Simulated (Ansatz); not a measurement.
Mulliken charges of GeH$_{5}$NOS (`[NH2][GeH]([OH])[SH]`) from r2SCAN/def2-TZVPP in Ansatz (PBE0-D4/def2-TZVP geometry).

```csv
atom,x (Å),y (Å),z (Å),charge (e)
N1,-0.102,0.779,-1.510,-0.423
Ge2,0.367,0.073,0.094,0.623
O3,0.796,-1.601,-0.304,-0.442
S4,-1.298,0.040,1.590,-0.352
H5,-0.670,0.165,-2.077,0.152
H6,-0.505,1.704,-1.490,0.146
H7,1.552,0.836,0.703,-0.016
H8,0.422,-2.212,0.336,0.197
H9,-0.472,0.170,2.641,0.114
```

Task: By hand: the dipole of these point charges (1 e Å = 4.8032 D).

Result: Σ q r = (0.206, 0.254, 0.095) e Å, of length 0.341 e Å = 1.64 D.

Task: How does the dipole of the full density compare? (An estimate is asked.)

Result: Computed: (-0.109, 0.126, 0.146) e Å, 1.06 D; the point charges give 1.55 times that, at 72° from its direction.

Point charges leave out the atoms' own dipoles, such as those of lone pairs, and Mulliken's split depends on the basis, so the two needn't agree.
